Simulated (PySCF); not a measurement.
C9H11 (SMILES [CH2]c1cc(C)cc(C)c1), doublet, at a GFN2-xTB geometry. Base run: PBE/6-31G run with PySCF.

Input for PySCF:
```python
from pyscf import gto, scf, dft

mol = gto.M(
    atom='''
C    -0.80412395    2.71585000   -0.41231048
C    -0.41682982    1.40780194   -0.21372738
C    -1.37230449    0.38188220    0.02614918
C    -0.98891175   -0.92298193    0.22437767
C    -1.99844611   -2.00381619    0.47498934
C     0.36940873   -1.24764187    0.18941246
C     1.34304935   -0.27308318   -0.04279541
C     2.78974733   -0.66872628   -0.06925365
C     0.95419588    1.03023874   -0.24053226
H    -1.84070378    3.00001091   -0.39174539
H    -0.08100893    3.49038583   -0.59360307
H    -2.41848226    0.65129451    0.04978996
H    -1.94659981   -2.75830983   -0.30927289
H    -3.00641999   -1.59781971    0.49980635
H    -1.79754199   -2.49717479    1.42514243
H     0.67302486   -2.27307563    0.34509009
H     2.96049382   -1.43058128   -0.82884477
H     3.42416026    0.18694282   -0.28561214
H     3.08486095   -1.08605587    0.89291053
H     1.69350582    1.79724251   -0.42151796
''',
    basis='6-31g',
    spin=1,
    verbose=4,
)

mf = dft.UKS(mol)
mf.xc = 'pbe'
mf.kernel()
mf.analyze()
```

The base run was repeated with changes; each row names its change, and settings that it needs were set with it.

| change | ΔE vs base (mEh) | fitting functions | dipole (D) |
|---|---|---|---|
| base | 0.000 | - | 0.69 |
| auxbasis = def2-svp-ri | -12.291 | 586 | 0.69 |
| auxbasis = cc-pvtz-ri | -0.869 | 1059 | 0.69 |
| auxbasis = def2-tzvp-ri | -0.332 | 849 | 0.69 |
| auxbasis = def2-universal-jkfit | -0.140 | 873 | 0.69 |
| auxbasis = autoaux | -11.009 | 828 | 0.69 |
| auxbasis = even-tempered beta=3.0 | -18.796 | 505 | 0.69 |
| auxbasis = cc-pvdz-jkfit | -0.161 | 883 | 0.69 |
| auxbasis = cc-pvtz-jkfit | -0.091 | 1041 | 0.69 |
| auxbasis = def2-universal-jfit | -0.202 | 562 | 0.69 |

A fitting set is made for a task (jfit for Coulomb, jkfit for Coulomb and exchange, ri for correlation) and for a family of orbital bases.

Open shells are given as the SCF converged; they aren't shown to be the lowest states, and a large step between rows can be another state.
